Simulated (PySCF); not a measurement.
Diatomic anions of C with group 15

MP2 with double-zeta basis sets in PySCF, for the lowest determinant that a PBE0 search found; no spin–orbit coupling. De refers to high-spin ground-configuration atoms (the charge goes to the atom of lower measured ionisation energy or higher electron affinity, which is not always the lowest computed limit).

```
 M                       basis  reference, frozen orbitals  charged atom  state (unpaired electrons)  Re (Å)  ωe (cm⁻¹)  De (eV)
 N                 aug-cc-pVDZ                      RHF, 2            C−      singlet (closed shell)   1.208       1945    10.00
As                 aug-pcseg-1                     RHF, 10            C−      singlet (closed shell)   1.743        929     5.71
Sb  aug-cc-pVDZ-PP/aug-cc-pVDZ                      RHF, 5            C−      singlet (closed shell)   1.959        792     4.59
Bi  aug-cc-pVDZ-PP/aug-cc-pVDZ                      RHF, 5            C−      singlet (closed shell)   2.039        742     4.11
```

Question: By what factor does the harmonic wavenumber vary along the series?

Answer: At MP2 it runs from 742 cm⁻¹ (BiC⁻) to 1945 cm⁻¹ (CN⁻), a factor of 2.62.

The rows differ in basis set, which adds steps of its own.

Down a group the atoms grow and get heavier, so bonds lengthen and wavenumbers fall; this series shows no clear exception.

Correlated steps freeze the inner cores (2 to 10 orbitals); shallow outer-core shells are correlated. Correlated levels converge slowly with the basis: in double zeta they bind strong bonds too weakly, by up to about 1 eV, and carry superposition errors of some tenths. These are scalar-relativistic numbers at best; spin–orbit coupling would shift them, the dissociation energy most. For an ion De counts to the pair picked by the measured ionisation energies or electron affinities, which need not be the lowest pair at this level. Where the molecule has an RHF reference, its open-shell atoms are computed with UHF.
